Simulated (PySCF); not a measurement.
A calculated (revPBE, PySCF 2.14, aug-cc-pV(T+d)Z with one added diffuse shell each of s, p, d, f type, the non-relativistic Hamiltonian (point nucleus)) atom or ion has these occupied shells.

```csv
shell,electrons,orbital energy (eV),"rms radius, mean of both spins (bohr)"
1s,2,-1544.3,0.140
2s,2,-142.26,0.683
2p,6,-104.13,0.671
```

Question: Name the element and its charge.

Answer: Al³⁺ (aluminium, charge +3), in [Ne], closed-shell 1S.
